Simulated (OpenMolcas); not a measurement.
# OpenMolcas run: P+

Input:

```
&GATEWAY
Coord
1

P 0.0 0.0 0.0
Basis=ANO-RCC
Group=XYZ
NoMove
AngMom=0.0 0.0 0.0
AMFI
&SEWARD
&RASSCF
FileOrb=start.orb
Symmetry=1
Spin=3
nActEl=4 0 0
Inactive=2 3
Ras2=1 3
CIRoot=6 6 1
SDav=6
CIMx=300
Iter=120 100
PrWF=0.3
OrbListing=Nothing
MaxOrb=0
Atom
>>> COPY $Project.JobIph JOBPRE
&RASSCF
FileOrb=start.orb
Symmetry=1
Spin=3
nActEl=4 0 2
Inactive=2 3
Ras2=1 3
Ras3=5 0
CIRoot=6 6 1
SDav=211
CIMx=300
Iter=120 100
PrWF=0.3
OrbListing=Nothing
MaxOrb=0
Thrs=2.0e-7 1.0e-1 5.0e-4
Atom
>>> COPY $Project.JobIph JOB001
&RASSCF
FileOrb=start.orb
Symmetry=1
Spin=1
nActEl=4 0 2
Inactive=2 3
Ras2=1 3
Ras3=5 0
CIRoot=11 11 1
SDav=192
CIMx=300
Iter=120 100
PrWF=0.3
OrbListing=Nothing
MaxOrb=0
Thrs=2.0e-7 1.0e-1 5.0e-4
Atom
>>> COPY $Project.JobIph JOB002
&RASSCF
FileOrb=start.orb
Symmetry=2
Spin=5
nActEl=4 0 2
Inactive=2 3
Ras2=1 3
Ras3=5 0
CIRoot=1 1 1
SDav=36
CIMx=300
Iter=120 100
PrWF=0.3
OrbListing=Nothing
MaxOrb=0
Thrs=2.0e-7 1.0e-1 5.0e-4
Atom
>>> COPY $Project.JobIph JOB003
&RASSCF
FileOrb=start.orb
Symmetry=2
Spin=3
nActEl=4 0 2
Inactive=2 3
Ras2=1 3
Ras3=5 0
CIRoot=8 8 1
SDav=174
CIMx=300
Iter=120 100
PrWF=0.3
OrbListing=Nothing
MaxOrb=0
Thrs=2.0e-7 1.0e-1 5.0e-4
Atom
>>> COPY $Project.JobIph JOB004
&RASSCF
FileOrb=start.orb
Symmetry=2
Spin=1
nActEl=4 0 2
Inactive=2 3
Ras2=1 3
Ras3=5 0
CIRoot=8 8 1
SDav=138
CIMx=300
Iter=120 100
PrWF=0.3
OrbListing=Nothing
MaxOrb=0
Thrs=2.0e-7 1.0e-1 5.0e-4
Atom
>>> COPY $Project.JobIph JOB005
&RASSI
NrOfJobIphs=5 6 11 1 8 8
1 2 3 4 5 6
1 2 3 4 5 6 7 8 9 10 11
1
1 2 3 4 5 6 7 8
1 2 3 4 5 6 7 8
IphNames
JOB001
JOB002
JOB003
JOB004
JOB005
EJob
SpinOrbit
DIPRint=1.0
SOCoupling=1000.0
Subsets=2
MEES
Property=10
'ANGMOM' 1 'ANGMOM' 2 'ANGMOM' 3 'MLTPL  1' 1 'MLTPL  1' 2 'MLTPL  1' 3
'AMFI' 1 'AMFI' 2 'AMFI' 3 'MLTPL  2' 6
SOProperty=3
'ANGMOM' 1 'ANGMOM' 2 'ANGMOM' 3
```

A driver script runs the steps one by one and writes start.orb anew before each from the orbitals found so far.

Output, cut to the results:

```
--- SEWARD ---
Basis set label: P.ANO-RCC.........

      Electronic valence basis set:
      ------------------
      Associated Effective Charge  15.000000 au
      Associated Actual Charge     15.000000 au
      Nuclear Model: Point charge

      Shell  nPrim  nBasis  Cartesian Spherical Contaminant
         s      17       8        X
         p      12       7        X
         d       5       5                 X
         f       4       4                 X
         g       2       2                 X
                  Relativistic Douglas-Kroll-Hess integrals:
                    - DKH order of Hamiltonian: 2
                    - DKH order of Properties : 0
                  Atomic mean-field integrals
--- RASSCF ---
Wave function specifications:
      -----------------------------

      Number of closed shell electrons          10
      Number of electrons in active shells       4
      Max number of holes in RAS1 space          0
      Max nr of electrons in RAS3 space          2
      Number of inactive orbitals                5
      Number of active orbitals                  9
      Number of secondary orbitals              86
      Spin quantum number                      1.0
      State symmetry                             1
Orbital specifications:
      -----------------------

      Symmetry species                           1   2
                                                ag  au
      Frozen orbitals                            0   0
      Inactive orbitals                          2   3
      Active orbitals                            6   3
      RAS1 orbitals                              0   0
      RAS2 orbitals                              1   3
      RAS3 orbitals                              5   0
      Secondary orbitals                        43  43
      Deleted orbitals                           0   0
      Number of basis functions                 51  49
      Number of CSFs                           211
      Number of root(s) required                 6
      Iter CI   SX   CI       RASSCF       Energy    max ROT     max BLB   max BLB  Level Ln srch  Step   QN
          iter iter root      energy       change     param      element    value   shift minimum  type update
 Nr of preliminary CI iterations:   1
        1   1    7    0  -340.91088001    0.00E+00   6.15E-06    3  10 1 -3.67E-06   0.00   0.00    SX    NO
        2   1    5    0  -340.91088001   -5.71E-11  -1.59E-06    3  10 1  1.29E-06   0.00   0.00    SX    NO
        3   1    4    0  -340.91088001   -6.14E-12   5.38E-07    3  11 1 -4.98E-07   0.00   0.00    SX    NO
        4   1    3    0  -340.91088001   -1.14E-12  -2.26E-07    3  11 1  2.26E-07   0.00   0.00    SX    NO
      Convergence after  4 iterations
        5   1    3    0  -340.91088001   -5.68E-14  -2.26E-07    3  13 1 -1.41E-07   0.00   0.00    SX    NO
      Natural orbitals and occupation numbers for root  1
      sym 1:   1.922585   0.013080   0.013080   0.009758   0.009758   0.008416
      sym 2:   0.046519   0.988403   0.988403
      Natural orbitals and occupation numbers for root  2
      sym 1:   1.922585   0.013080   0.009758   0.009758   0.008416   0.013080
      sym 2:   0.988403   0.046519   0.988403
      Natural orbitals and occupation numbers for root  3
      sym 1:   1.922585   0.009758   0.009758   0.013080   0.013080   0.008416
      sym 2:   0.988403   0.988403   0.046519
::    RASSCF root number  1 Total energy:   -341.22708266
::    RASSCF root number  2 Total energy:   -341.22708266
::    RASSCF root number  3 Total energy:   -341.22708266
::    RASSCF root number  4 Total energy:   -340.59467736
::    RASSCF root number  5 Total energy:   -340.59467736
::    RASSCF root number  6 Total energy:   -340.59467736
--- RASSCF ---
Wave function specifications:
      -----------------------------

      Number of closed shell electrons          10
      Number of electrons in active shells       4
      Max number of holes in RAS1 space          0
      Max nr of electrons in RAS3 space          2
      Number of inactive orbitals                5
      Number of active orbitals                  9
      Number of secondary orbitals              86
      Spin quantum number                      0.0
      State symmetry                             1
Orbital specifications:
      -----------------------

      Symmetry species                           1   2
                                                ag  au
...
--- RASSI ---
SPIN-FREE ENERGIES:
  (Shifted by EMIN (a.u.) =       -341.2270826630)

 SF State       Relative EMIN(au)   Rel lowest level(eV)    D:o, cm**(-1)      L_eff

     1             0.0000000000        0.0000000000              0.0000         1.0
     2             0.0000000000        0.0000000000              0.0000         1.0
     3             0.0000000000        0.0000000000              0.0000         1.0
     7             0.0465338161        1.2662496426          10212.9921         2.0
     8             0.0465338161        1.2662496426          10212.9921         2.0
     9             0.0465338161        1.2662496426          10212.9921         2.0
    10             0.0465338161        1.2662496426          10212.9921         2.0
    11             0.0465338161        1.2662496426          10212.9921         2.0
    12             0.1093383446        2.9752479254          23996.9929         0.0
    18             0.1799248277        4.8960039829          39488.9352         0.0
    19             0.2878890112        7.8338590806          63184.3346         2.0
    20             0.2878890112        7.8338590806          63184.3346         2.0
    21             0.2878890112        7.8338590806          63184.3346         2.0
    22             0.2878890112        7.8338590806          63184.3346         2.0
    23             0.2878890112        7.8338590806          63184.3346         2.0
    24             0.3473068384        9.4507005248          76225.0403         1.0
    25             0.3473068384        9.4507005248          76225.0403         1.0
    26             0.3473068384        9.4507005248          76225.0403         1.0
    27             0.3562202139        9.6932458303          78181.3001         2.0
    28             0.3562202139        9.6932458303          78181.3001         2.0
    29             0.3562202139        9.6932458303          78181.3001         2.0
...
```

Levels above the lowest, from the spin-orbit matrix, grouped by J:

| Configuration | Term | J | E (cm-1) | Measured (cm-1) | g | Term weight % |
| --- | --- | --- | --- | --- | --- | --- |
| 3s2 3p2 | 3P | 0 | 0.0 | 0.0 |  | 100 |
| 3s2 3p2 | 3P | 1 | 144 | 165 | 1.501 | 100 |
| 3s2 3p2 | 3P | 2 | 416 | 469 | 1.501 | 100 |
| 3s2 3p2 | 1D | 2 | 10499 | 8882 | 1.000 | 100 |
| 3s2 3p2 | 1S | 0 | 24285 | 21576 |  | 100 |
| 3s 3p3 | 5S* | 2 | 39769 | 45697 | 2.002 | 100 |
| 3s 3p3 | 3D* | 1 | 63445 | 65251 | 0.499 | 100 |
| 3s 3p3 | 3D* | 2 | 63457 | 65272 | 1.167 | 100 |
| 3s 3p3 | 3D* | 3 | 63479 | 65307 | 1.334 | 100 |
| 3s 3p3 | 3P* | 2 | 76491 | 76764 | 1.498 | 99 |
| 3s 3p3 | 3P* | 1 | 76521 | 76812 | 1.501 | 100 |
| 3s 3p3 | 3P* | 0 | 76531 | 76823 |  | 100 |

Against the 11 measured excited levels shown (NIST Handbook of Basic Atomic Spectroscopic Data) the mean absolute deviation is 1500 cm-1; the largest miss in energy is 3s 3p3 5S* 2: computed 39769, measured 45697 cm-1 (-13.0 %), and the largest in proportion 3s2 3p2 1D2 (+18.2 %).

Without dynamic correlation excited terms often stand tens of per cent too high (terms of higher spin than the ground term too low), and those without a measured partner can miss by more than the paired ones. The run also gave levels led by 3s 3p2 3d, 3s2 3p 3d, which use shells meant for correlation; these and all levels above them are left out. Some terms mix strongly with configurations of 3d, whose occupation reaches 0.28 (3s 3p3 3D*, 3s 3p3 3P*). Computed and measured levels are paired by configuration, term and J; levels that our copy of the source lacks, or whose pairing is in doubt (as where it misses far off the trend of its configuration), stay unpaired and out of the deviations. Only configurations of the active space appear. The first state left out of the spin-orbit step lies near 110000 cm-1 above the lowest spin-free state of the reference (among the parities and spins computed), and the list stops at four fifths of that energy or lower.

The term weight is that of the spin-free term in the level, not the purity of its configuration. * marks odd parity.
